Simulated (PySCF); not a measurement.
# How methods differ on the ionisation energy of O²⁺

O²⁺ [He] 2s2 2p2 (3P) → O³⁺ [He] 2s2 2p1 (2P), as a difference of total energies. Calculation: PySCF 2.14, in x2c-SVPall; the spin-free X2C one-electron Hamiltonian (Gaussian nucleus). Correlated levels: valence: 1s2 frozen. The calculations carry no spin-orbit coupling.

```csv
method,ionisation energy (eV),difference from reference (eV)
UHF,54.780,-0.156
M06-2X,55.316,+0.380
M06-L,55.355,+0.419
MP2 (valence),54.907,-0.029
SCS-MP2 (valence),54.804,-0.132
CCSD (valence),54.638,-0.298
CCSD(T) (valence),54.642,-0.294
```

Reference: 54.936 eV (semi-empirical (NIST evaluation); NIST Atomic Spectra Database, ionization energies).

Errors of the correlated levels include the incompleteness of this basis and the frozen core.
